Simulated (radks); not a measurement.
Task: The gold ion Au13+ is in [Kr] 4d10 4f14 5s2 5p4. Calculated with a radial shooting solver on a logarithmic mesh with Libxc functionals: scalar-relativistic Kohn-Sham, PBE, spin-polarised, spherical densities, finite nucleus; Fermi nuclear charge, rms radius of each element as measured or else 0.836 A^(1/3) + 0.57 fm. Open shells are filled with parallel spins first. One electron is removed from 4d, 4f, 5p, 5s in turn, with full relaxation. Which removal costs least, and what does each cost?

Result: 5p 296.64 eV; 4f 347.97 eV; 5s 353.13 eV; 4d 594.27 eV. The 5p electron leaves first.
